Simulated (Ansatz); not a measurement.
`C[SiH](F)C=N` → `C[C@@H]1N[Si@@H]1F`  (isomerisation)

Calculated with Ansatz (gas phase, PBE0-D4/def2-TZVP geometries, no zero-point term in ΔE). CCSD(T)/CBS adds triple-zeta CCSD(T) − MP2 to the extrapolated MP2 energy (def2 sets, frozen cores). DFT in def2-TZVPP. One conformer a species, not always the lowest.

```tsv
level	ΔE (eV)
B2PLYP	0.49
SCS-MP2/def2-QZVPP	0.43
```

(1) What does CCSD(T)/CBS give? (Estimate.)

Largest T1 diagnostic among the species: 0.012.

Results:

(1) Computed: +0.45 eV. The listed levels differ from it by 0.04, -0.02 eV.

In def2-TZVPP, CCSD(T) changes the Hartree–Fock value by −0.18 eV (the triples alone add −0.00 eV) and MP2 by −0.32 eV. From PBE to PBE0 (25 % exact exchange), in def2-TZVPP and without D4, ΔE moves by −0.05 eV.
